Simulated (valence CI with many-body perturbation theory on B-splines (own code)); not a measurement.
## I47+: what the settings do

Calculated by relativistic CI+MBPT: four valence electrons over a frozen Dirac-Fock core [He], radial functions for each j: 6 s, 6 p, 5 d, 3 f, 1 g, with the one-electron correlation potential Σ1, the two-electron term Σ2, the three-electron term Σ3, Breit, model QED; selected CI, second order for the rest, scaled by the run's own slope (own B-spline code, finite nucleus).

No measured spectrum was set against this ion. As an estimate, large intervals hold to a few tenths of a per cent, small ones and those within an open d or f shell to about a per cent.

The reference run has the lowest level (2s^2 2p1/2^2) J=0 and an ionisation energy of 8602.10 eV. Its largest variational space holds 10000 state functions.

Levels are named by their leading jj configuration (3d3/2^4 stands for four electrons in 3d with j = 3/2), which in mixed levels can hold well under half, so a name can repeat and another be missing. Letters in brackets count levels of one name in rising energy.

Changed runs:
A. factor on the speed of light 1 → 100; QED terms on → off
B. shift of the energy in Σ1 (hartree) 0 → 14.45
C. selection threshold (hartree) 2e-08 → 2e-07
D. highest l in the core sums 6 → 1 (bad on purpose)

Excitation energies of the reference run in cm⁻¹, and shifts in cm⁻¹:

```tsv
Level	Reference	A	B	C	D
(2s^2 2p1/2 2p3/2) J=1	2462070	-2461995	+4.8	+0.1	+33
(2s^2 2p1/2 2p3/2) J=2	2586730		+4.8	+0.1	+93
(2s 2p1/2^2 2p3/2) J=2	3919450		-6.1	0	+1123
(2s 2p1/2^2 2p3/2) J=1	4401030	-3080934	-6.0	+0.1	+1138
(2s^2 2p3/2^2) J=2	5146730		+10	0	-112
(2s^2 2p3/2^2) J=0	5465390	-4985954	+10	0	-622
(2s 2p1/2 2p3/2^2) J=2 [a]	6259810	-4939722	-1.4	0	+1175
(2s 2p1/2 2p3/2^2) J=3	6535870	-5215783	-1.4	+0.1	+1253
(2s 2p1/2 2p3/2^2) J=0	6827240	-5274439	-1.2	0	+740
(2s 2p1/2 2p3/2^2) J=1 [a]	6943390	-5390594	-1.3	+0.1	+1105
(2s 2p1/2 2p3/2^2) J=2 [b]	7025910		-1.3	0	+1235
(2s 2p1/2 2p3/2^2) J=1 [b]	7054520	-5097200	-1.3	+0.1	+809
Ionisation energy (eV)	8602.10	-352.22	+0.0034	0	-0.14
```

A blank means that the level has no clear partner in that run.
